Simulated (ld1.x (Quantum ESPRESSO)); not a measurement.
Pseudopotential generation for boron (B): RRKJ, PBE, fully relativistic.

ld1.x (Quantum ESPRESSO) 7.5 was run on this input:

```
&input
   title='B', zed=5., rel=2, dft='PBE', iswitch=3,
   config='[He] 2s1.75 2p1.25', rel_dist='average',
   nld=3, rlderiv=4.25, eminld=-3.0, emaxld=5.0, deld=0.02
 /
 &inputp
   pseudotype=2, tm=.false., lloc=1,
   nlcc=.false.,
   file_pseudopw='B.UPF', file_wfcaegen='ae.wfc', file_wfcncgen='nc.wfc', file_beta='beta', file_chi='chi'
 /
2
2S  1  0   1.75   0.00  1.45  1.45  0.0
2P  2  1   1.25   0.00  3.90  3.90  0.0
 &test
   configts(1)='2s1.75 2p1.25'
 /
```

Command:

```bash
ld1.x < B.in > B.out
```

Output (shortened: banner, matrices, multipoles, cross overlaps and the repeated all-electron block are left out):

```
Program LD1 v.7.5
     --------------------------- All-electron run ----------------------------

     B
     dirac relativistic calculation

     atomic number is  5.00
     dft =PBE   lsd =0 sic =0 latt =0  beta=0.20 tr2=1.0E-14
     Exchange-correlation= PBE
                           (   1   4   3   4   0   0   0)
     mesh =1059 r(mesh) = 101.04461 a.u. xmin = -7.00 dx = 0.01250
     1 Ry =  13.60569312 eV, c = 137.03599908

     n l j   nl                  e(Ry)          e(Ha)          e(eV)
     Spin orbit split results
     1 0 0.5 1S 1( 2.00)       -13.2953        -6.6476      -180.8914
     2 0 0.5 2S 1( 1.75)        -0.7035        -0.3518        -9.5720
     2 1 0.5 2P 1( 0.42)        -0.2741        -0.1371        -3.7299
     2 1 1.5 2P 1( 0.83)        -0.2739        -0.1370        -3.7266
     Averaged results
     1 0     1S 1( 2.00)       -13.2953        -6.6476      -180.8914
     2 0     2S 1( 1.75)        -0.7035        -0.3518        -9.5720
     2 1     2P 1( 1.25)        -0.2740        -0.1370        -3.7277

     final scf error:  5.5E-15 reached in  31 iterations

     Etot =     -49.099406 Ry,     -24.549703 Ha,    -668.031454 eV

     Ekin =      48.933132 Ry,      24.466566 Ha,     665.769179 eV
     Encl =    -113.505834 Ry,     -56.752917 Ha,   -1544.325545 eV
     Eh   =      23.046098 Ry,      11.523049 Ha,     313.558135 eV
     Exc  =      -7.572802 Ry,      -3.786401 Ha,    -103.033224 eV

     normalization and overlap integrals

     s(1S/1S) =  1.000000  <r> =   0.3293  <r2> =    0.1474  r(max) =   0.2103
     s(2S/2S) =  1.000000  <r> =   1.9478  <r2> =    4.5778  r(max) =   1.5152
     s(2P/2P) =  1.000000  <r> =   2.2860  <r2> =    6.7873  r(max) =   1.5731
     s(2P/2P) =  1.000000  <r> =   2.2870  <r2> =    6.7933  r(max) =   1.5731

     ------------------------ End of All-electron run ------------------------

     --------------------- Generating NC pseudopotential ---------------------

      Generating local pot.: lloc=1, j= 0.50, matching radius rcloc =   3.9000

      Generating local pot.: lloc=1, j= 1.50, matching radius rcloc =   3.9000

     Fully relativistic calculation: |psi|^2

     Wfc 2S LC norm =  0.99997203 SC norm =  0.00002785 missing  0.00000012

      Wfc   2S  rcut= 1.441  Estimated cut-off energy=       59.15 Ry
      This function has    0 nodes for 0 < r <    1.441

     ------------------- End of pseudopotential generation -------------------

     Computing logarithmic derivative in   4.24963
     Computing logarithmic derivative in   4.24963
     Computing the partial wave expansion
     R is outside the sphere for l=    0 j= 0.50
       no projector for channel:   1
       no projector for channel:   1

     ---------------------- Testing the pseudopotential ----------------------

     B
     dirac relativistic calculation

     atomic number is  5.00   valence charge is  3.00
     dft =PBE   lsd =0 sic =0 latt =0  beta=0.20 tr2=1.0E-14
     mesh =1059 r(mesh) = 101.04461 xmin = -7.00 dx = 0.01250

     n l  j  nl             e AE (Ry)       e PS (Ry)    De AE-PS (Ry)
     1 0 0.5 2S   1( 1.75)       -0.70353       -0.70353       -0.00000
     2 1 0.5 2P   1( 0.42)       -0.27414       -0.27398       -0.00016
     2 1 1.5 2P   1( 0.83)       -0.27390       -0.27398        0.00008

     eps = 3.8E-15  iter = 21

     Etot =     -49.099406 Ry,     -24.549703 Ha,    -668.031454 eV
     Etotps =    -4.987434 Ry,      -2.493717 Ha,     -67.857503 eV

     Ekin =       2.462824 Ry,       1.231412 Ha,      33.508430 eV
     Encl =     -10.580165 Ry,      -5.290083 Ha,    -143.950483 eV
     Ehrt =       3.866721 Ry,       1.933361 Ha,      52.609426 eV
     Ecxc =      -1.569787 Ry,      -0.784894 Ha,     -21.358044 eV
     Epseu=       0.832972 Ry,       0.416486 Ha,      11.333167 eV

     ---------------------- End of pseudopotential test ----------------------
```

Generation and configuration tests took about 1.2 s on one core of a shared server CPU.
